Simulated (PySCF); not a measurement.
3'-bromoacetophenone (SMILES CC(=O)c1cccc(Br)c1)

Geometry:
```
atom   x (Å)   y (Å)   z (Å)
  C1  -3.178  -0.340  -0.270
  C2  -2.249  -1.509  -0.473
  O3  -2.674  -2.634  -0.608
  C4  -0.770  -1.252  -0.507
  C5   0.082  -2.346  -0.693
  C6   1.459  -2.163  -0.732
  C7   2.005  -0.888  -0.585
  C8   1.152   0.199  -0.399
 Br9   1.880   1.929  -0.200
 C10  -0.229   0.030  -0.358
 H11  -4.211  -0.705  -0.273
 H12  -2.969   0.166   0.686
 H13  -3.051   0.407  -1.069
 H14  -0.371  -3.333  -0.806
 H15   2.124  -3.018  -0.877
 H16   3.085  -0.734  -0.614
 H17  -0.870   0.900  -0.212
```

Method used: TDDFT CAM-B3LYP/aug-cc-pVDZ excited states, vertical, gas phase in PySCF. Geometry: PBE0-D3(BJ)/def2-SVP.

The calculation is non-relativistic, which matters for the atoms heavier than Zn.

**Question.** How strongly do the lowest singlets absorb one photon, and two photons of half the energy?

**Answer.** δ for parallel linear polarisation; σ at the peak of a Lorentzian of half width 0.1 eV, single beam; Ω is circular over linear.
```tsv
state	E (eV)	f	photon λ (nm)	δ (au)	σ (GM)	Ω	main
S1	3.96	0.000	627	<0.1	0.00	–	HOMO−1→LUMO 0.86, HOMO−1→LUMO+10 0.11
S2	4.76	0.029	521	43	0.36	1.49	HOMO→LUMO 0.77, HOMO−2→LUMO+1 0.10
S3	5.38	0.103	461	94.8	1.01	1.15	HOMO−2→LUMO 0.62, HOMO→LUMO+1 0.23
S4	5.76	0.000	430	5.45	0.07	1.50	HOMO→LUMO+4 0.34, HOMO→LUMO+5 0.27
S5	6.13	0.663	404	228	3.14	0.61	HOMO→LUMO+1 0.67, HOMO−2→LUMO 0.26
S6	6.40	0.000	387	0.13	0.00	1.49	HOMO−1→LUMO+1 0.95
```

Among these, the strongest one-photon state is S5, the strongest two-photon state S5, with a dipole change of 2.9 D (relaxed, norm of the difference vector).
